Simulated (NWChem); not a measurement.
System: C₂H₄FNSi; SMILES [Si@@H]1(C=NC1)F

Here is an NWChem input.

```
start job
memory heap 200 mb stack 900 mb global 1100 mb
geometry units angstroms noautosym nocenter noautoz
  F     -0.010077    -1.936166    -0.508696
  Si     0.019401    -0.569877     0.373366
  C      1.099411     0.885008    -0.088420
  N      0.114736     1.710721    -0.167754
  C     -1.112319     0.883287    -0.060634
  H      0.079631    -1.008935     1.798298
  H      2.138998     1.227815    -0.178569
  H     -1.827200     1.288459     0.673020
  H     -1.622375     0.837543    -1.035769
end
basis spherical
  * library def2-svp
end
dft
  xc pbe0
  iterations 150
end
cosmo
  do_cosmo_smd true
  solvent toluene
end
task dft energy
```

Excerpt of the output:

```
             Northwest Computational Chemistry Package (NWChem) 7.3.0
             --------------------------------------------------------

                             Geometry "geometry" -> ""
                             -------------------------

 Output coordinates in angstroms (scale by  1.889725989 to convert to a.u.)

  No.       Tag          Charge          X              Y              Z
 ---- ---------------- ---------- -------------- -------------- --------------
    1 F                    9.0000    -0.01007700    -1.93616600    -0.50869600
    2 Si                  14.0000     0.01940100    -0.56987700     0.37336600
    3 C                    6.0000     1.09941100     0.88500800    -0.08842000
    4 N                    7.0000     0.11473600     1.71072100    -0.16775400
    5 C                    6.0000    -1.11231900     0.88328700    -0.06063400
    6 H                    1.0000     0.07963100    -1.00893500     1.79829800
    7 H                    1.0000     2.13899800     1.22781500    -0.17856900
    8 H                    1.0000    -1.82720000     1.28845900     0.67302000
    9 H                    1.0000    -1.62237500     0.83754300    -1.03576900

 Effective nuclear repulsion energy (a.u.)     219.4170169504

                                 NWChem DFT Module
                                 -----------------

 Summary of "ao basis" -> "ao basis" (spherical)
 ------------------------------------------------------------------------------
       Tag                 Description            Shells   Functions and Types
 ---------------- ------------------------------  ------  ---------------------
 F                          def2-svp                 6       14   3s2p1d
 Si                         def2-svp                 8       18   4s3p1d
 C                          def2-svp                 6       14   3s2p1d
 N                          def2-svp                 6       14   3s2p1d
 H                          def2-svp                 3        5   2s1p

 in cosmo_initialize ...
 calling solv_data for solv:toluene

 solvent parameters
 solvname_short: toluene
 solvname_long:  toluene
 dielec:        2.3741
 dielecinf:     2.2383
 nonaqueous SMD model solvent descriptors
 dielec:        2.3741
 sola:          0.0000
 solb:          0.1400
 solc:          0.8570
 solg:         40.2000
 solh:          0.0000
 soln:          1.4961

          ---------------
          -cosmo- solvent
          ---------------
 Cosmo: York-Karplus, doi: 10.1021/jp992097l
 dielectric constant -eps-     =   2.37
 screen = (eps-1)/(eps    )    =   0.57879
 surface charge correction     = lagrangian

   van der Waals surface
 --------------------------

 ---------- ATOMIC COORDINATES (A.U.) ------------ VDWR(ANG.) --
     1   -0.01904277   -3.65882321   -0.96129605     1.730
     2    0.03666257   -1.07691138    0.70555943     2.470
     3    2.07758554    1.67242262   -0.16708957     1.850
     4    0.21681960    3.23279393   -0.31700909     1.890
     5   -2.10197812    1.66917040   -0.11458165     1.850
     6    0.15048077   -1.90661069    3.39829047     1.200
     7    4.04212011    2.32023391   -0.33744648     1.200
     8   -3.45290733    2.43483446    1.27182338     1.200
     9   -3.06584420    1.58272677   -1.95731960     1.200
 number of segments per atom =        128
 number of   points per atom =        128
 atom (   nspa,  nppa )
 ----------------------
    1 (     67,     0 )       0
    2 (     77,     0 )       0
    3 (     44,     0 )       0
    4 (     62,     0 )       0
    5 (     36,     0 )       0
    6 (     32,     0 )       0
    7 (     54,     0 )       0
    8 (     55,     0 )       0
    9 (     54,     0 )       0
 number of -cosmo- surface points =      481
 molecular surface =    114.180 angstrom**2
 molecular volume  =     98.482 angstrom**3
 -lineq- algorithm             =   0
 -bem- low  level              =   3
 -bem- from -octahedral-
 gaussian surface charge width =   4.50000
 degree of switching           =   1.00000
 switching function tolerance  =   0.00010
 atomic radii =
 --------------
    1  9.000  1.730
    2 14.000  2.470
    3  6.000  1.850
    4  7.000  1.890
    5  6.000  1.850
    6  1.000  1.200
    7  1.000  1.200
    8  1.000  1.200
    9  1.000  1.200
 ...... end of -cosmo- initialization ......

[...]

                                COSMO-SMD solvation results
                                ---------------------------

             internal energy in gas <Psi(g)|H|Psi(g)> =      -522.065503767156
         internal energy in solvent <Psi(s)|H|Psi(s)> =      -522.065211166446
                               delta internal energy  =         0.000292600710 (    0.18 kcal/mol)
   total free energy in solvent <Psi(s)|H+V/2|Psi(s)> =      -522.069707964380
 polarization energy contribution <Psi(s)|V/2|Psi(s)> =        -0.004496797934 (   -2.82 kcal/mol)
    total free energy in solvent including G(SMD-CDS) =      -522.068831637514
                       G(SMD-CDS) energy contribution =         0.000876326866 (    0.55 kcal/mol)
     1 M fixed-concentration free energy of solvation =        -0.003327870358 (   -2.09 kcal/mol)

                       DFT Final Molecular Orbital Analysis
                       ------------------------------------

 Vector   21  Occ=2.000000D+00  E=-3.330367D-01
              MO Center=  3.5D-02,  1.0D+00, -1.1D-01, r^2= 2.4D+00
   Bfn.  Coefficient  Atom+Function         Bfn.  Coefficient  Atom+Function
  ----- ------------  ---------------      ----- ------------  ---------------
    38      0.355357  3 C  pz                52     -0.330477  4 N  pz
    41      0.241316  3 C  pz                90      0.233082  9 H  s
    55      0.229588  4 N  pz                66     -0.226831  5 C  pz
    85     -0.121921  8 H  s                 91      0.119773  9 H  s
    69     -0.107824  5 C  pz                22      0.105270  2 Si px

 Vector   22  Occ=2.000000D+00  E=-3.297767D-01
              MO Center= -1.6D-01,  5.1D-01,  3.4D-02, r^2= 2.8D+00
   Bfn.  Coefficient  Atom+Function         Bfn.  Coefficient  Atom+Function
  ----- ------------  ---------------      ----- ------------  ---------------
    65      0.280427  5 C  py                22      0.231958  2 Si px
    64     -0.228656  5 C  px                37     -0.226246  3 C  py
    63     -0.196745  5 C  s                 85      0.196995  8 H  s
    36     -0.177277  3 C  px                68      0.173955  5 C  py
    35      0.169633  3 C  s                 80     -0.165301  7 H  s

 Vector   23  Occ=2.000000D+00  E=-2.613125D-01
              MO Center=  1.4D-01,  1.1D+00, -4.5D-03, r^2= 2.8D+00
   Bfn.  Coefficient  Atom+Function         Bfn.  Coefficient  Atom+Function
  ----- ------------  ---------------      ----- ------------  ---------------
    51      0.451770  4 N  py                54     -0.368303  4 N  py
    37      0.215944  3 C  py                17     -0.203015  2 Si s
    65      0.203349  5 C  py                49     -0.186491  4 N  s
    76      0.165720  6 H  s                 75      0.163263  6 H  s
    48     -0.138966  4 N  s                 35     -0.130981  3 C  s

 Vector   24  Occ=0.000000D+00  E=-3.819129D-02
              MO Center=  5.0D-01,  9.0D-01, -5.2D-02, r^2= 2.5D+00
   Bfn.  Coefficient  Atom+Function         Bfn.  Coefficient  Atom+Function
  ----- ------------  ---------------      ----- ------------  ---------------
    55      0.492062  4 N  pz                52     -0.440745  4 N  pz
    41     -0.430743  3 C  pz                38     -0.362171  3 C  pz
    27     -0.289497  2 Si pz                76      0.236970  6 H  s
    26     -0.200410  2 Si py                 3     -0.143468  1 F  s
    91      0.127013  9 H  s                 40     -0.106031  3 C  py

 Vector   25  Occ=0.000000D+00  E= 4.291684D-02
              MO Center=  1.6D-01, -6.0D-01,  4.3D-01, r^2= 3.7D+00
   Bfn.  Coefficient  Atom+Function         Bfn.  Coefficient  Atom+Function
  ----- ------------  ---------------      ----- ------------  ---------------
    63      1.121934  5 C  s                 25      1.085838  2 Si px
    35     -0.720787  3 C  s                 91     -0.353328  9 H  s
    26     -0.297333  2 Si py                81      0.274903  7 H  s
    22      0.248021  2 Si px                68     -0.237368  5 C  py
    40      0.227156  3 C  py                 7     -0.194309  1 F  px

 Vector   26  Occ=0.000000D+00  E= 5.358918D-02
              MO Center= -2.8D-01, -6.3D-01,  3.5D-01, r^2= 3.7D+00
   Bfn.  Coefficient  Atom+Function         Bfn.  Coefficient  Atom+Function
  ----- ------------  ---------------      ----- ------------  ---------------
    26      0.924283  2 Si py                18     -0.496986  2 Si s
     3      0.484108  1 F  s                 76      0.438654  6 H  s
    25      0.332212  2 Si px                41     -0.298956  3 C  pz
    91      0.284130  9 H  s                 49     -0.277221  4 N  s
    86     -0.225439  8 H  s                 38     -0.197832  3 C  pz

     Multipole analysis of the density
     ---------------------------------

     L   x y z        total         alpha         beta         nuclear
     -   - - -        -----         -----         ----         -------
     0   0 0 0      0.000000    -23.000000    -23.000000     46.000000

     1   1 0 0     -0.068589      0.272144      0.272144     -0.612878
     1   0 1 0     -0.159563      0.368153      0.368153     -0.895868
     1   0 0 1      0.327448      0.317512      0.317512     -0.307576

     2   2 0 0    -23.108197    -56.775372    -56.775372     90.442548
     2   1 1 0     -0.224975     -0.417087     -0.417087      0.609199
     2   1 0 1      0.001437     -0.081642     -0.081642      0.164720
     2   0 2 0    -32.962719   -146.894745   -146.894745    260.826771
     2   0 1 1     -0.587382     -2.171685     -2.171685      3.755987
     2   0 0 2    -26.406178    -29.876510    -29.876510     33.346842
```

Level: PBE0/def2-SVP, SMD on the gas-phase geometry. Coordinates come from a PBE0/def2-SVP optimisation. Solvent: toluene.
